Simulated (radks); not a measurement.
Spherical jellium clusters: N electrons in a uniform positive sphere of charge N and radius rs N^(1/3), rs = 2.02 bohr. Method: non-relativistic Kohn-Sham, LDA (Slater exchange, Perdew-Wang correlation), spin-polarised, spherical densities; computed with a radial shooting solver with Libxc functionals. Levels are named by radial order and angular momentum (1s, 1p, 1d, 2s, ...), and open shells are averaged over m. Each electron was tried in the lowest free levels, single moves between levels near the top were tried too, and the lowest total energy was kept; such a search can miss a lower state. Energies include the self-energy of the background; IP and EA are vertical (highest electron removed, lowest free level filled), at fixed background; spill-out counts the electrons outside the background radius R, and alpha is the static dipole polarisability from linear response (closed shells only). A dash means not computed or, for alpha, an open shell; in EA it means that no bound solution was reached, which is typical of self-interaction and does not show that the anion is unstable. Real open-shell clusters deform, which this model forbids.

N                         open shells  2S  E/N (eV)  E(N+1) + E(N-1) - 2E(N) (eV)  IP (eV)  EA (eV)  -e(HOMO) (eV)  spill-out (e)  alpha/R^3
1                    1s(up 1, down 0)   1     0.380                             -        -        -          4.370           0.63          -
2                                none   0    -0.551                         3.042    8.620        -          5.288           0.90      2.605
3                    1p(up 1, down 0)   1     0.153                        -1.051    4.833        -          2.412           1.35          -
4                    1p(up 2, down 0)   2     0.242                        -1.122    6.201        -          3.537           1.67          -
5                    1p(up 3, down 0)   3     0.071                         0.311    7.094        -          4.359           1.89          -
6                    1p(up 3, down 1)   2     0.009                        -0.956    6.480        -          3.999           2.11          -
7                    1p(up 3, down 2)   1    -0.172                        -0.754    7.262    2.377          4.719           2.28          -
8                                none   0    -0.402                         3.559    7.815        -          5.263           2.42      2.046
9                    2s(up 1, down 0)   1    -0.186                        -0.236    4.064        -          2.347           2.85          -
10                   1d(up 2, down 0)   2    -0.036                        -0.694    4.614        -          2.487           2.96          -
11                   1d(up 3, down 0)   3     0.023                        -0.522    5.175        -          3.021           3.17          -
12                   1d(up 4, down 0)   4     0.029                        -0.482    5.640        -          3.474           3.35          -
13                   1d(up 5, down 0)   5    -0.003                         0.163    6.033        -          3.865           3.50          -
14  1d(up 5, down 0) 2s(up 1, down 0)   6    -0.019                         0.151    5.768        -          3.803           3.81          -
15  1d(up 5, down 1) 2s(up 1, down 0)   5    -0.022                        -0.520    5.776        -          3.740           3.95          -
16                   1d(up 5, down 3)   2    -0.058                        -0.545    6.167    2.145          4.104           3.93          -
17                   1d(up 5, down 4)   1    -0.121                        -0.351    6.479    2.457          4.420           4.05          -
18                               none   0    -0.198                         0.167    6.750    2.417          4.698           4.16      1.802
19                   2s(up 1, down 0)   1    -0.257                         0.206    6.503    2.371          4.546           4.40          -
20                               none   0    -0.300                         2.606    6.349        -          4.452           4.65      1.865
21                   1f(up 1, down 0)   1    -0.215                        -0.326    3.825        -          1.993           4.83          -
22                   1f(up 2, down 0)   2    -0.152                        -0.315    4.166        -          2.334           4.99          -
23                   1f(up 3, down 0)   3    -0.109                        -0.301    4.470        -          2.639           5.14          -
24                   1f(up 4, down 0)   4    -0.081                        -0.286    4.743        -          2.914           5.27          -
25                   1f(up 5, down 0)   5    -0.068                        -0.271    4.990        -          3.165           5.39          -
26                   1f(up 6, down 0)   6    -0.066                        -0.256    5.215        -          3.395           5.51          -
27                   1f(up 7, down 0)   7    -0.073                         0.550    5.422        -          3.607           5.61          -
28                   1f(up 7, down 1)   6    -0.060                        -0.269    4.820        -          3.060           5.73          -
29                   1f(up 7, down 2)   5    -0.058                        -0.252    5.059        -          3.302           5.83          -
30                   1f(up 7, down 3)   4    -0.064                        -0.237    5.277    1.828          3.524           5.94          -
31                   1f(up 7, down 4)   3    -0.077                        -0.223    5.476    2.034          3.728           6.03          -
32                   1f(up 7, down 5)   2    -0.097                        -0.210    5.660    2.225          3.916           6.12          -
33                   1f(up 7, down 6)   1    -0.121                             -    5.829    2.404          4.092           6.21          -

All shells are closed at N = 2, 8, 18, 20 (there: 1s2 1p6 1d10 2s2); the second difference of the energy has clear peaks (12 % above both neighbours; the first and last values, which can be the largest, are not judged, and half-filled shells can peak too) at N = 5, 8, 20, 27.
